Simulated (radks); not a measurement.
Species: Pm21+. Configuration: [Kr] 4d4. Method: Dirac Kohn-Sham, BLYP, spin-unpolarised, spherical densities, finite nucleus; open shells fill j = l - 1/2 first; Fermi nuclear charge, rms radius 4.962 fm; computed with a radial shooting solver on a logarithmic mesh with Libxc functionals.

Spin-orbit splittings of the eigenvalues, e(l+1/2) - e(l-1/2), with zeta = 2 splitting/(2l+1) and mean radii in bohr:

| shell | occ. | splitting (eV) | zeta (eV) | <r> j=l-1/2 | <r> j=l+1/2 |
|---|---|---|---|---|---|
| 2p | 6 | 560.6 | 373.8 | 0.08241 | 0.08892 |
| 3p | 6 | 114.1 | 76.06 | 0.2484 | 0.2607 |
| 3d | 10 | 24.85 | 9.942 | 0.2319 | 0.2357 |
| 4p | 6 | ? | ? | 0.5633 | 0.5843 |
| 4d | 4 | 6.038 | 2.415 | 0.5923 | 0.5985 |
| 4f | 0 | 1.249 | 0.3568 | 0.5928 | 0.5952 |
| 5p | 0 | 10.63 | 7.084 | 1.059 | 1.088 |

Estimate the 4p splitting.

Answer. 29.86 eV (zeta = 19.90 eV).
